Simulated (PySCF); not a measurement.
**Basis and Hamiltonian dependence of the excitation energy of Sb⁺**

Sb⁺ [Kr] 4d10 5s2 5p2 (3P) → Sb⁺ [Kr] 4d10 5s1 5p2 6s1 (5P). Calculated with PySCF 2.14 from differences of total energies of unrestricted determinants, without spin-orbit coupling. Values in eV.

```tsv
basis	Hamiltonian	functions	UHF	PBE	PBE0	MP2 (valence)	CCSD(T) (valence)
aug-cc-pwCVDZ-PP with ECP28MDF	ECP	48	13.667	15.653	15.417	14.403	14.646
aug-cc-pVTZ-PP with ECP28MDF	ECP	55	13.666	15.630	15.401	14.516	14.742
def2-TZVPPD with the def2 core potential (28 electrons)	ECP	56	13.667	15.635	15.403	14.521	14.745
aug-cc-pVTZ-DK3	spin-free X2C	68	13.674	15.550	15.343	14.517	14.740
aug-cc-pVQZ-PP with one added diffuse shell each of s, p, d, f, g type with ECP28MDF	ECP	117	13.657	15.625	15.395	14.594	n/a
x2c-QZVPPall with one added diffuse shell each of s, p, d, f type	spin-free X2C	128	13.659	15.557	15.346	14.583	n/a
```

Frozen in the all-electron rows: valence: [Kr] 4d10; with a core potential, the same shells as far as they lie outside it.
